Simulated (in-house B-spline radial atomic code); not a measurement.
**Ionising Ni4+ with different functionals**

Computed with a radial B-spline atomic code at the basis-set limit: non-relativistic Hamiltonian, point nucleus, spin-polarised at highest spin, spherical fractional occupations for the functionals, and exact exchange of hybrids averaged over the configuration. The ionisation energy is the difference of two self-consistent energies, [Ar] 3d6 → [Ar] 3d5, without Breit or QED terms; ε is the level of the shell that loses the electron (its least bound occupied spin orbital).

```tsv
method	rung	ΔSCF (eV)	-ε(3d) (eV)
PBE0	global hybrid	76.63	68.97
B3LYP	global hybrid	76.95	68.57
TPSSh	global hybrid	76.50	66.82
M06-2X	global hybrid	76.68	72.87
BHandHLYP	global hybrid	76.39	72.12
r2SCAN0	global hybrid	75.76	68.31
B97-1	global hybrid	76.74	68.50
HSE06	range-separated hybrid	76.65	68.55
wB97X	range-separated hybrid	76.51	71.25
CAM-B3LYP	range-separated hybrid	76.91	70.58
LC-wPBE	range-separated hybrid	76.99	71.48
```

Question: Among the functionals, which spreads more, the ΔSCF values or the orbital energies?

Answer: The orbital energies: ΔSCF values span about 1.23 eV and the orbital energies 6.05 eV; here energy differences depend much less on the functional than eigenvalues do.

Question: How do they compare with the NIST value?

Answer: NIST lists 76.06 eV ± 0.06 (semi-empirical, ground level to ground level). Errors run from -0.30 to +0.93 eV; r2SCAN0 is closest (-0.30 eV), though others lie within the uncertainty of it, and part of that can be cancellation, since the calculations leave out relativity, Breit-QED terms, multiplet and fine-structure energies.
